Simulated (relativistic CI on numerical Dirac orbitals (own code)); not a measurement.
**Ru2+: 4p photoemission**

Computed with this model: Dirac-Coulomb-Breit CI, separate exchange-only KLI orbitals for each configuration, model QED, valence Slater integrals scaled by 0.8, multiplet model of photoemission in the sudden approximation; configurations [Kr] 4d6 → [Ar] 3d10 4s2 4p5 4d6; 300 K; Lorentzian 1.2 eV and Gaussian 0.6 eV FWHM. Energies are those of the free ion, without screening or charge transfer. The energies are binding energies and can lie tens of eV above those of solids. S is read from ⟨S²⟩ = S(S + 1).

Field parameters in Wybourne normalisation: D3d B²₀ = −7Dσ, B⁴₀ = −14Dq − 21Dτ, B⁴₃ = −14√(10/7) Dq; D4h B²₀ = −7Ds, B⁴₀ = 21(Dq − Dt), B⁴₄ = 21√(5/14) Dq; Td as Oh with Dq negative (B⁴₀ = 21Dq, B⁴₄ = √(5/14) B⁴₀). The field is a parameter set, without covalency.

Computed curve for Td, 10Dq = -14800 cm⁻¹, scaled to 100 at the maximum (points under 2 are left out and the grid is thinned):

(Energy (eV), Intensity): (65.0, 2.0), (65.4, 2.3), (65.8, 2.6), (66.2, 3.0), (66.8, 3.9), (67.2, 4.7), (67.6, 5.7), (68.0, 7.2), (68.4, 9.4), (68.8, 12.9), (69.2, 19.0), (69.6, 30.7), (70.2, 68.1), (70.6, 94.2), (71.0, 100.0), (71.4, 96.9), (71.8, 88.2), (72.2, 75.6), (72.6, 63.8), (73.2, 49.6), (73.6, 43.7), (74.0, 38.3), (74.4, 33.3), (74.8, 30.0), (75.2, 27.8), (75.6, 26.7), (76.2, 27.1), (76.6, 27.9), (77.0, 27.6), (77.4, 24.7), (77.8, 20.0), (78.2, 16.1), (78.6, 13.8), (79.0, 12.5), (79.6, 11.2), (80.0, 10.8), (80.4, 10.7), (80.8, 10.9), (81.2, 11.4), (81.6, 11.7), (82.0, 12.2), (82.6, 14.5), (83.0, 17.9), (83.4, 21.8), (83.8, 23.9), (84.2, 24.8), (84.6, 26.0), (85.0, 26.6), (85.6, 28.2), (86.0, 30.9), (86.4, 32.5), (86.8, 29.7), (87.2, 22.6), (87.6, 15.4), (88.0, 10.4), (88.4, 7.2), (89.0, 4.4), (89.4, 3.4), (89.8, 2.7), (90.2, 2.2)

The ground state has S = 1.83, and the centroid lies at 75.94 eV.
